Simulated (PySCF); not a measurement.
**AuS: energy against distance**

Set-up: Au cc-pVDZ-PP with ECP60, S cc-pV(D+d)Z; scalar-relativistic core potentials (PySCF 2.14). Energies in eV from Au (5d10 6s1) + S in their ground configurations at the same level. State: ²Π (doublet), unpaired electrons π ↑.

All columns are PBE0. A positive dipole means Au(−)S(+).

| R (Å) | E (eV) | μ (D) | Mulliken charge on Au (basis-dependent) | HOMO (eV) | LUMO (eV) | Mayer bond order | ⟨S²⟩ |
| --- | --- | --- | --- | --- | --- | --- | --- |
| 1.901 | -1.336 | -2.41 | 0.15 | -6.40 | -4.05 | 1.94 | 0.75 |
| 1.990 | -2.016 | -2.50 | 0.16 | -6.46 | -4.07 | 1.76 | 0.75 |
| 2.078 | -2.369 | -2.58 | 0.17 | -6.52 | -4.08 | 1.61 | 0.75 |
| 2.145 | -2.484 | -2.62 | 0.17 | -6.55 | -4.08 | 1.51 | 0.75 |
| 2.211 | -2.508 | -2.66 | 0.17 | -6.58 | -4.07 | 1.43 | 0.76 |
| 2.277 | -2.468 | -2.70 | 0.17 | -6.61 | -4.05 | 1.36 | 0.76 |
| 2.366 | -2.345 | -2.74 | 0.16 | -6.63 | -4.02 | 1.29 | 0.76 |
| 2.476 | -2.125 | -2.80 | 0.15 | -6.64 | -3.97 | 1.21 | 0.76 |
| 2.609 | -1.814 | -2.87 | 0.14 | -6.63 | -3.93 | 1.15 | 0.77 |
| 2.786 | -1.387 | -2.92 | 0.14 | -6.61 | -4.17 | 1.06 | 0.81 |

A fit through these points gives, at Re = 2.200 Å, μ = -2.65 D and dμ/dR = -0.564 D/Å; the reduced mass is 27.51 u.

Q: How strong is the fundamental in the double-harmonic approximation, I = 42.26·(dμ/dR)²/μred km/mol?

A: I = 42.26·(-0.564)²/27.51 = 0.489 km/mol at PBE0.

These are scalar-relativistic numbers at best; spin–orbit coupling would shift them, the dissociation energy most. The state is the lowest single determinant that the PBE0 search found; with open d or f shells the true ground state can be another one.
